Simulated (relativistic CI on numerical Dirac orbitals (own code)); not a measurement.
## Line list: Electric-dipole lines, Ta LIV

Calculated at this level of theory: Dirac-Coulomb-Breit CI, separate exchange-only KLI orbitals for each configuration, model QED, unscaled Slater integrals (own radial code, finite nucleus).

Configurations in the expansion (outside the closed core [Ne]): 3s2 3p6 3d2, 3s2 3p5 3d3, 3s 3p6 3d3, 3s2 3p6 3d 4s, 3s2 3p6 3d 4p, 3s2 3p6 3d 4d, 3s2 3p5 3d2 4s, 3s2 3p6 3d 4f, 3s2 3p5 3d2 4p, 3s2 3p5 3d2 4d, 3s 3p6 3d2 4s, 3p6 3d3 4p, 3s2 3p6 4s2, 3s 3p6 3d2 4p, 3s2 3p6 4s 4p, 3s2 3p6 3d 5s, 3s2 3p6 3d 5d, 3s2 3p6 3d 5g, 3p6 3d4, 3p5 3d5, 3p5 3d4 4s, 3p6 3d3 4s, 3p5 3d3 4s2, 3s2 3p6 4p2, 3s2 3p5 4s 4p2, 3s2 3p6 4s 4d, 3s2 3p5 4s2 4d, 3s 3p6 3d 4s2, 3s 3p6 4s2 4p, 3s 3p6 4s2 4d. Double excitations out of closed p, d and f shells are left out; levels of such configurations are missing from the list, as are those of other unlisted configurations, and high levels can miss mixing partners. These lack a partner that the ground configuration has and come out too high: 3s2 3p5 3d2 4p, 3s2 3p5 3d2 4d.

```csv
λ vac (Å),Lower,Upper,A (s⁻¹),log gf,S velocity/length
5.4377,3s2 3p6 3d2 1G_4 [5],3s2 3p5 3d2 4s 1G°_4 [398],1.94e+13,-0.11,0.98
5.4574,3s2 3p6 3d2 3F_2 [1],3s2 3p5 3d2 4s 3G°_3 [347],2.65e+13,-0.08,0.97
5.4646,3s2 3p6 3d2 3F_2 [1],3s2 3p5 3d2 4s 3F°_2 [345],2.19e+13,-0.31,0.97
5.4675,3s2 3p6 3d2 3F_3 [3],3s2 3p5 3d2 4s 3G°_4 [367],2.28e+13,-0.04,0.97
5.4777,3s2 3p6 3d2 1G_4 [5],3s2 3p5 3d2 4s 1H°_5 [378],2.01e+13,0.00,0.97
19.296,3s2 3p6 3d2 3F_2 [1],3s2 3p5 3d3 3D°_1 [83],5.26e+12,-0.05,0.78
19.558,3s2 3p6 3d2 3P_2 [4],3s2 3p5 3d3 3S°_1 [94],4.82e+12,-0.08,0.78
19.616,3s2 3p6 3d2 3F_4 [7],3s2 3p5 3d3 3D°_3 [111],1.94e+12,-0.11,0.78
19.622,3s2 3p6 3d2 3F_3 [3],3s2 3p5 3d3 3F°_3 [91],2.03e+12,-0.09,0.78
19.638,3s2 3p6 3d2 1G_4 [5],3s2 3p5 3d3 1F°_3 [95],4.39e+12,0.25,0.77
19.744,3s2 3p6 3d2 3F_3 [3],3s2 3p5 3d3 3D°_2 [90],3.93e+12,0.06,0.77
19.829,3s2 3p6 3d2 1G_4 [5],3s2 3p5 3d3 1G°_4 [92],4.97e+12,0.42,0.78
19.845,3s2 3p6 3d2 3P_1 [6],3s2 3p5 3d3 3D°_2 [93],2.66e+12,-0.11,0.79
19.861,3s2 3p6 3d2 3P_2 [8],3s2 3p5 3d3 3P°_2 [112],3.19e+12,-0.03,0.78
19.862,3s2 3p6 3d2 3F_4 [7],3s2 3p5 3d3 3D°_3 [109],2.51e+12,0.02,0.77
19.956,3s2 3p6 3d2 3P_2 [4],3s2 3p5 3d3 3F°_3 [91],1.95e+12,-0.09,0.79
20.003,3s2 3p6 3d2 3F_4 [7],3s2 3p5 3d3 3F°_4 [108],3.66e+12,0.30,0.78
20.068,3s2 3p6 3d2 3F_4 [7],3s2 3p5 3d3 3G°_5 [107],3.01e+12,0.30,0.80
20.452,3s2 3p6 3d2 3F_2 [1],3s2 3p5 3d3 3F°_2 [82],3.12e+12,-0.01,0.78
22.779,3s2 3p5 3d3 3H°_6 [21],3s 3p6 3d3 3G_5 [126],2.48e+12,0.33,0.88
31.446,3s2 3p6 3d2 3F_3 [3],3s2 3p5 3d3 3F°_3 [64],7.77e+11,-0.09,0.69
31.708,3s2 3p6 3d2 1G_4 [5],3s2 3p5 3d3 1F°_3 [69],1.19e+12,0.10,0.66
31.726,3s2 3p6 3d2 3F_4 [7],3s2 3p5 3d3 3D°_3 [79],1.22e+12,0.11,0.67
31.846,3s2 3p6 3d2 3F_3 [3],3s2 3p5 3d3 3D°_2 [61],7.30e+11,-0.26,0.67
31.882,3s2 3p6 3d2 3P_2 [4],3s2 3p5 3d3 3D°_2 [66],9.50e+11,-0.14,0.69
32.200,3s2 3p6 3d2 3F_2 [1],3s2 3p5 3d3 3G°_3 [34],9.75e+11,0.03,0.71
32.320,3s2 3p6 3d2 3F_2 [1],3s2 3p5 3d3 3F°_2 [33],1.05e+12,-0.09,0.68
32.532,3s2 3p6 3d2 1G_4 [5],3s2 3p5 3d3 1G°_4 [65],1.07e+12,0.18,0.68
32.777,3s2 3p6 3d2 3F_4 [7],3s2 3p5 3d3 3F°_4 [77],1.06e+12,0.19,0.67
33.641,3s2 3p6 3d2 1G_4 [5],3s2 3p5 3d3 1H°_5 [58],4.60e+11,-0.07,0.70
```

Terms are leading LS components. Brackets give the number of a level in order of energy, since labels repeat. The list gives strong lines, with weight on those to low levels, among the lowest 400 of 2053 levels, so that lines to higher ones, which can be the strongest, are missing. Levels whose partners in the same complex of configurations lie outside the list can be far off, and so can their lines. Rates are taken at the computed energies, electric ones in the length gauge. A velocity-to-length ratio far from 1 marks an uncertain rate.

At this charge energies of transitions that change n are usually good to better than 1 %, and those within a shell (Δn = 0) to a few per cent.

LS names give the leading component of a level, which can be under half, so a name can repeat, a term be missing and a line seem to break the LS rules.
